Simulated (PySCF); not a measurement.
Rows and methods have been separated. Pair them.

C₄H₄ClFSi.
Geometry (PBE0-D3(BJ)/def2-SVP, Å), atoms numbered from 1 in this order:
```
atom  x, y, z in Å
F1     1.3604    1.9004    0.1667
C2     0.3481    1.0579    0.2296
C3    -0.8905    1.2947    0.7278
Si4   -1.3963   -0.4513    0.3110
C5     0.4084   -0.3255   -0.2504
C6     1.3717   -1.0667   -0.8028
Cl7    2.9687   -0.5081   -1.1394
H8    -1.2614    2.2214    1.1633
H9    -2.4131   -0.6467   -0.7631
H10   -1.6780   -1.3892    1.4365
H11    1.2151   -2.1085   -1.0919
```

The closed-shell ground state was solved 3 times with PySCF (density fitting, gas phase), always with PBE0, in these basis sets: STO-3G, cc-pVTZ and pcSseg-0.

| row | total energy (Eh) | HOMO (eV) | LUMO (eV) | dipole (D) |
| --- | --- | --- | --- | --- |
| P | -1002.2863 | -7.17 | -1.54 | 2.90 |
| Q | -1003.8726 | -6.94 | -1.44 | 2.11 |
| R | -992.1110 | -4.41 | 1.87 | 2.99 |

Which basis belongs to which row?

P = pcSseg-0, Q = cc-pVTZ, R = STO-3G. From the lowest total energy up: cc-pVTZ (274 functions) 0 eV; pcSseg-0 (79 functions) +43.17 eV; STO-3G (47 functions) +320.05 eV.
